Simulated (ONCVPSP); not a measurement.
**lanthanum: one change to an ONCV potential, before and after**

ONCVPSP 4.0.1 input, shortened (lines: element, Z, core and valence counts, functional; n l f; lmax; l rc ep ncon nbas qcut; lloc lpopt rc5 dvloc0; l nproj debl; icmod fcfact rcfact), LDA (Perdew-Zunger), scalar-relativistic:

```
  La 57.00    9    4        3      upf
    1    0    2.00
    2    0    2.00
    2    1    6.00
    3    0    2.00
    3    1    6.00
    3    2   10.00
    4    0    2.00
    4    1    6.00
    4    2   10.00
    5    0    2.00
    5    1    6.00
    5    2    2.00
    6    0    1.00
    3
    0    2.60    0.00    3    6    5.80
    1    1.80    0.00    4    8    4.60
    2    3.65    0.00    4    9    4.60
    3    2.90    0.06    3    8    3.50
    4    4    1.40    0.00
    0    2    1.90
    1    2    3.60
    2    2    2.50
    3    2    2.20
    3    2.50    1.55
```

In the f channel the program set the typed energies aside and used -0.111, 2.089 Ha.

Change: d: rc 4.9.

Cutoffs: the cutoffs (Ha) at which the residual kinetic energy of the hardest occupied pseudo-wave falls to 1 and 0.1 mHa per electron; they do not see the model core or the augmentation charge, which bear on the density cutoff. Errors are all-electron minus pseudo energies relative to the spin-unpolarised reference configuration.

Predict the effect on cutoff, ghosts and configuration errors.

The potential gets neither clearly harder nor softer (19 Ha and 58 Ha → 19 Ha and 58 Ha); the p channel sets the loose cutoff, while the largest relative change is in d, which becomes softer; of the 4 tests that both files solve, the error grows in 3 and shrinks in 0 by more than 15 % and 0.3 meV (median size 0.6 → 70.1 meV); neither file shows a bound ghost. More of the atom is replaced by a form fitted at one configuration, so other configurations suffer.

```csv
quantity,base,changed
"cutoff, loose",19 Ha,19 Ha
"cutoff, tight",58 Ha,58 Ha
loose cutoff by channel,"s 8.8 Ha, p 19 Ha, d 5.5 Ha","s 8.8 Ha, p 19 Ha, d 4.1 Ha"
bound ghosts,none,none
GHOST(+) flags under 300 eV,s at 56.2 eV,s at 56.2 eV
"error for 5s2 5p6 5d1 6s2, meV [ΔE -0.83 eV]",-0.7,+23
"error for 5s2 5p6 5d1 6s1, meV [ΔE 5.34 eV]",+0.5,+44
"error for 5s2 5p6 5d1 6s0, meV [ΔE 16.49 eV]",0.0,+96
"error for 4f1 5s2 5p6 5d1 6s0, meV [ΔE 6.25 eV]",+1597,+1559
s: phases at 2.64 bohr within 0.05 rad from the reference energy up to (Ha; the scan ends near 5),1.9,1.9
p: phases at 1.82 bohr within 0.05 rad from the reference energy up to (Ha; the scan ends near 5),4.4,4.4
f: phases at 2.94 bohr within 0.05 rad from the reference energy up to (Ha; the scan ends near 5),0.1,0.1
"rms error of d²Exc/dni dnj with the model core, mHa",0.26,0.47
```

Base: The cutoffs count occupied waves only; projector 2 of the f channel, the hardest unoccupied one, needs 79 Ha at the loose tolerance. These tests converged, but a pseudo level misses the all-electron one widely, so the file describes the atom poorly there or has found another state: 4f1 5s2 5p6 5d1 6s0: 4f by 2.9 eV. Changed file: The cutoffs count occupied waves only; projector 2 of the f channel, the hardest unoccupied one, needs 79 Ha at the loose tolerance. These tests converged, but a pseudo level misses the all-electron one widely, so the file describes the atom poorly there or has found another state: 4f1 5s2 5p6 5d1 6s0: 4f by 2.8 eV.
